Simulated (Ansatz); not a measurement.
Gas-phase electronic energies from Ansatz, PBE0-D4/def2-TZVP geometries. CCSD(T)/CBS is the MP2 limit (def2-TZVPP, def2-QZVPP) plus CCSD(T) − MP2 in def2-TZVPP, frozen cores. This one scheme is used for every species. DFT in def2-TZVPP. B3LYP here is the variant with VWN-RPA as its local correlation; programs differ in this. HSE06 is defined as in plane-wave codes. Each species was taken in one conformer, which may not be the lowest.

`BSC(=C)Cl` + H₂O → `C=C(O)Cl` + `BS`  (formal hydrolysis of a C–S bond)

```tsv
level	ΔE (kJ/mol)	difference from CCSD(T)/CBS
PBE-D4	14.5	-8.4
revPBE-D4	18.8	-4.1
BLYP-D4	15.8	-7.1
r2SCAN-D4	9.1	-13.8
B97M-V	6.5	-16.4
PBE0-D4	12.3	-10.6
B3LYP-D4	12.7	-10.2
r2SCANh-D4	9.0	-13.9
r2SCAN0-D4	8.9	-14.0
HSE06-D4	12.4	-10.5
BHLYP-D4	9.5	-13.4
CAM-B3LYP-D4	4.7	-18.2
ωB97X-V	4.9	-18.0
ωB97M-V	8.1	-14.8
B2PLYP	10.0	-12.9
PBE-QIDH	13.2	-9.7
PBE	8.1	-14.8
revPBE	6.0	-16.9
BLYP	2.6	-20.3
r2SCAN	7.4	-15.5
r2SCANh	7.2	-15.7
r2SCAN0	6.9	-16.0
HSE06	7.0	-15.9
BHLYP	0.0	-22.9
CAM-B3LYP	-1.3	-24.2
RPA@PBE/def2-TZVPP	9.0	-13.9
HF/def2-SVP	-26.2	-49.1
MP2/def2-SVP	-3.2	-26.1
CCSD/def2-SVP	-11.4	-34.3
CCSD(T)/def2-SVP	-8.7	-31.6
HF/def2-TZVPP	-9.9	-32.8
MP2/def2-TZVPP	24.5	1.6
SCS-MP2/def2-TZVPP	17.4	-5.5
CCSD/def2-TZVPP	10.2	-12.7
HF/def2-QZVPP	-9.1	-32.0
MP2/def2-QZVPP	29.4	6.5
SCS-MP2/def2-QZVPP	22.2	-0.7
HF/CBS(def2)	-9.0	-31.9
MP2/CBS(def2)	32.7	9.8
CCSD/CBS(def2)	18.3	-4.6
CCSD(T)/CBS	22.9	0
```

Largest T1 diagnostic among the species: 0.015.

Leaving LDA and LC-ωPBE aside and taking each functional with its dispersion term where it has one, the values spread over 14.1 kJ/mol, from CAM-B3LYP-D4 to revPBE-D4. At CCSD(T), def2-SVP lies −31.6 kJ/mol from the extrapolated value and def2-TZVPP −8.2 kJ/mol.
